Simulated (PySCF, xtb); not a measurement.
CH₇AlGeO, SMILES C[O][AlH][GeH3].

GFN2-xTB (xtb 6.7.1) at its own geometry gives an orbital gap of 4.22 eV and a dipole moment of 1.96 D.

Geometry: B3LYP-D3(BJ)/def2-SVP. The structure was generated by enumeration; whether it is a known compound was not checked. Other conformers were not sampled.

Q: What does CAM-B3LYP/def2-TZVP (PySCF) give? (Estimate from the structure and the level; the computed values follow.)

A: gap 8.26 eV (levels -8.68 and -0.42 eV), dipole 0.75 D.
